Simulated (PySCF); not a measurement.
AlH₅N₂.

```xyz
8

Al     0.0000     0.0000    -0.4824
H      0.0000     0.0000    -2.0556
N      0.0000     1.5370     0.4013
H      0.0000     2.4390    -0.0480
H      0.0000     1.6503     1.4025
N      0.0000    -1.5370     0.4013
H      0.0000    -1.6503     1.4025
H      0.0000    -2.4390    -0.0480
```

Coordinates come from a B3LYP-D3(BJ)/def2-TZVP optimisation. Other conformers were not sampled.

Calculation: PBE0/pcSseg-2 in PySCF. Non-relativistic, no solvent.

**Question.** Give the absolute GIAO shielding of each atom: isotropic value and principal components (ppm). (The exact figures need the calculation; the answer reports its results.)

**Answer.** 
| atom | σ(iso) | σ11 | σ22 | σ33 | span |
|---|---|---|---|---|---|
| Al1 | 392.6 | 364.0 | 395.1 | 418.6 | 54.6 |
| H2 | 27.2 | 23.7 | 25.3 | 32.6 | 8.9 |
| N3 | 239.7 | 210.5 | 233.5 | 275.2 | 64.6 |
| H4 | 30.8 | 25.1 | 26.1 | 41.3 | 16.1 |
| H5 | 31.0 | 24.6 | 26.7 | 41.6 | 17.0 |
| N6 | 239.7 | 210.5 | 233.5 | 275.2 | 64.6 |
| H7 | 31.0 | 24.6 | 26.7 | 41.6 | 17.0 |
| H8 | 30.8 | 25.1 | 26.1 | 41.3 | 16.1 |
